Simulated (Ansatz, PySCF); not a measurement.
Gas-phase reaction (SMILES): OB(O)O[SiH3] → O[B]O + [O][SiH3]; the B-O bond at the site shown breaks (other sites are not compared here).

Structures are relaxed separately at B3LYP-D3(BJ)/def2-TZVP in Ansatz (an electronic-structure program), one conformer each, not searched for the lowest. Cores are frozen in the correlated levels unless marked. Open shells are spin-unrestricted. Spin-orbit coupling is left out. No relativistic terms. CBS marks a two-point X^-3 extrapolation of the correlation energy; Hartree-Fock from the larger set. [CCSD(T)-MP2]/basis is that difference in the basis named. Thermal terms are rigid-rotor harmonic-oscillator values from B3LYP-D3(BJ) frequencies (Ansatz or PySCF) at 298.15 K and 1 atm. 1 Eh = 627.5095 kcal/mol.

```csv
species,"E, RI-MP2/CBS(aug-cc-pV(T+d)Z,aug-cc-pV(Q+d)Z)+[CCSD(T)-MP2]/aug-cc-pV(T+d)Z (Ansatz) (Eh)","E, B3LYP-D3(BJ)/def2-TZVPD (Ansatz + dftd3) (Eh)",H - E (Eh)
OB(O)O[SiH3],-542.59752,-543.38094,0.07187
O[B]O,-176.36262,-176.61031,0.03470
[O][SiH3],-365.98546,-366.53632,0.03015
```

### Question
Work out ΔE and ΔH at 298.15 K at the first level, then ΔH at the second.

### Answer

1. ΔE = [(-176.36262) + (-365.98546)] - [(-542.59752)] = 0.24944 Eh = 156.5 kcal/mol at RI-MP2/CBS(aug-cc-pV(T+d)Z,aug-cc-pV(Q+d)Z)+[CCSD(T)-MP2]/aug-cc-pV(T+d)Z.
2. The terms H - E add up to -0.00702 Eh, so ΔH = (0.24944 + (-0.00702))×627.5095 = 152.1 kcal/mol.
3. At B3LYP-D3(BJ)/def2-TZVPD the same steps give ΔE = 147.0 and ΔH = 142.6 kcal/mol, a shift of -9.5 from the first level.
4. These values are not checked against measurement here, since the tables used lack a sound gas-phase enthalpy of formation for at least one species.
